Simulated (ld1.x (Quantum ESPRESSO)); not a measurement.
# Transferability test, ultrasoft potential for Si

```json
{
 "Element": "silicon",
 "Generator": "ld1.x (Quantum ESPRESSO) 7.5",
 "Type": "ultrasoft",
 "Functional": "LDA (PZ)",
 "Relativity": "scalar-relativistic",
 "Frozen core": "[Ne]",
 "Valence charge": "4",
 "Reference configuration": "3s2 3p2",
 "Partial waves": "3s (bound): rcut 1.35, rcutus 1.65 bohr; 3s channel at 0.25 Ry: rcut 1.35, rcutus 1.65 bohr; 3p (bound): rcut 1.55, rcutus 1.75 bohr; 3p channel at 0.45 Ry: rcut 1.55, rcutus 1.75 bohr; 3d channel at 0.15 Ry: rcut 1.45, rcutus 1.60 bohr",
 "Local potential": "all-electron potential smoothed inside 1.50 bohr (lloc = -2)",
 "Core correction": "none",
 "Augmentation charge": "PSQ, inside the norm-conserving radii"
}
```

Energies are relative to the spin-unpolarised reference configuration 3s2 3p2; without spin polarisation the order of configurations can differ from experiment. Spin-polarised rows fill each open shell by Hund’s rule, majority spin first.

Task: Give the all-electron excitation energy and the error of the potential for: 3s2 3p1; 3s2 3p0; 3s1 3p0; 3s0 3p4; 3s1 3p2; 3s1 3p3; 3s2 3p1.5; 3s2 3p2 (spin-polarised); 3s2 3p1 (spin-polarised).

Result:

```csv
valence configuration,charge,ΔE all-electron (eV),error AE − PS (meV)
3s2 3p1,+1,7.829,+1.6
3s2 3p0,+2,23.943,+23
3s1 3p0,+3,58.088,+174
3s0 3p4,0,13.779,+26
3s1 3p2,+1,15.242,+11
3s1 3p3,0,6.807,+5.7
3s2 3p1.5,+0.5,2.965,+0.1
3s2 3p2 (spin-polarised),0,-0.611,+42
3s2 3p1 (spin-polarised),+1,7.624,+19
```

Levels in the configuration 3s1 3p3:

```json
{"level": "3s", "all-electron (eV)": "-11.639", "pseudo (eV)": "-11.626"}
{"level": "3p", "all-electron (eV)": "-4.746", "pseudo (eV)": "-4.744"}
```
